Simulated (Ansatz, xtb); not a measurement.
C3H7BS: 3 structures ranked

3 gas-phase structures of C3H7BS, from a drawn sample of its isomers (lower ones may exist). Each was relaxed with GFN2-xTB; where two conformers were screened, the lower at r2SCAN-D4/def2-SVP is listed:

A. `C=CBSC`, a singlet
B. `B/C=C/SC`, a singlet
C. `BSC1CC1`, a singlet

Problem. Estimate their order in r2SCAN-D4/def2-SVP energy at these geometries, lowest first.

Solution. Calculated order at r2SCAN-D4/def2-SVP: A (0.0), C (62.9), B (112.1) kJ/mol.

Energies above the lowest of each column, in kJ/mol; the last columns are at PBE-D3(BJ)/def2-SVP geometries:

```json
{"structure": "A", "GFN2-xTB": "44.1", "HF/STO-3G": "0.0", "r2SCAN-D4/def2-SVP": "0.0", "PBE-D3(BJ)/def2-SVP": "0.0", "CCSD(T)/def2-SVP + ΔMP2/def2-TZVPP": "0.0"}
{"structure": "C", "GFN2-xTB": "0.0", "HF/STO-3G": "20.8", "r2SCAN-D4/def2-SVP": "62.9", "PBE-D3(BJ)/def2-SVP": "60.3", "CCSD(T)/def2-SVP + ΔMP2/def2-TZVPP": "75.2"}
{"structure": "B", "GFN2-xTB": "96.6", "HF/STO-3G": "95.6", "r2SCAN-D4/def2-SVP": "112.1", "PBE-D3(BJ)/def2-SVP": "107.9", "CCSD(T)/def2-SVP + ΔMP2/def2-TZVPP": "112.9"}
```

CCSD(T)/def2-SVP + ΔMP2/def2-TZVPP puts A lowest; GFN2-xTB picks C. Flexible structures stand in one conformer each, not always the lowest. The ΔMP2 step shifts differences by up to 18.3 kJ/mol, which makes them less sure. ΔMP2 is the change of the MP2 energy from the smaller to the larger basis.

Programs: Ansatz 0.2.0, xtb 6.7.1.
